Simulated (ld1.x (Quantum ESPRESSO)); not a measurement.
**Building the TM potential for thallium (PBE, scalar-relativistic).**

Tl, norm-conserving Troullier–Martins (Kleinman–Bylander form), made with ld1.x (Quantum ESPRESSO) 7.5 (PBE, scalar-relativistic). Core [Xe] 4f14, reference 5d10 6s2 6p1. Waves: 6s (bound): rc 1.55 bohr; 6p (bound): rc 2.90 bohr; 5d (bound): rc 0.50 bohr; 5f channel at 0.3 Ry: rc 2.20 bohr. Local part: all-electron potential smoothed inside 1.35 bohr (lloc = -1). Core correction: a·sin(br)/r model core inside 0.40 bohr.

Question: Does this generation succeed?

Answer: No. ld1.x (Quantum ESPRESSO) 7.5 stopped with "run_pseudo: Errors in PS-KS equation": the pseudo-atom solver did not find the valence states with the expected number of nodes, which is the usual sign of a ghost state. The 5d radius of 0.50 bohr lies inside the outermost node of the all-electron wave at 0.53 bohr. Before that it printed "Warning: n=3, l=2 expected 0 nodes, found 1".
